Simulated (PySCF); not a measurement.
PySCF 2.14 output of an unrestricted PBEsol calculation on a single atom or ion in aug-cc-pwCVDZ-PP with ECP28MDF (6s6p5d3f, 70 functions), with scalar relativity through the core potential:

```
SCF conv_tol = 1e-09
number electrons alpha = 10  beta = 4
    J. P. Perdew, A. Ruzsinszky, G. I. Csonka, O. A. Vydrov, G. E. Scuseria, L. A. Constantin, X. Zhou, and K. Burke.,  Phys. Rev. Lett. 100, 136406 (2008)
    J. P. Perdew, A. Ruzsinszky, G. I. Csonka, O. A. Vydrov, G. E. Scuseria, L. A. Constantin, X. Zhou, and K. Burke.,  Phys. Rev. Lett. 100, 136406 (2008)
cycle= 1 E= -67.6312022412648  delta_E= -0.00672  |g|= 0.0298  |ddm|= 0.45
cycle= 2 E= -67.6312470358578  delta_E= -4.48e-05  |g|= 0.0257  |ddm|= 0.123
cycle= 3 E= -67.6315248730891  delta_E= -0.000278  |g|= 0.00252  |ddm|= 0.0549
cycle= 4 E= -67.6315275258579  delta_E= -2.65e-06  |g|= 6.78e-05  |ddm|= 0.00777
cycle= 5 E= -67.6315275268848  delta_E= -1.03e-09  |g|= 1.83e-05  |ddm|= 0.000717
cycle= 6 E= -67.6315275270571  delta_E= -1.72e-10  |g|= 1.89e-06  |ddm|= 7.7e-05
converged SCF energy = -67.6315275270571  <S^2> = 12.000435  2S+1 = 7.0001243
```

The run itself started from symmetry-adapted Hartree-Fock orbitals and held the occupation by maximum overlap, on a logarithmic radial grid, so the iterations belong to that start.

Which element, charge and spin multiplicity is this?

Mo (molybdenum, neutral), multiplicity 7; the state was [Kr] 4d4 5s1 5p1, one real determinant (an excited configuration).

⟨L²⟩ = 8.00 against 12 for a pure F term, so this real determinant mixes terms. Energies and moments cover only the electrons outside the core potential.
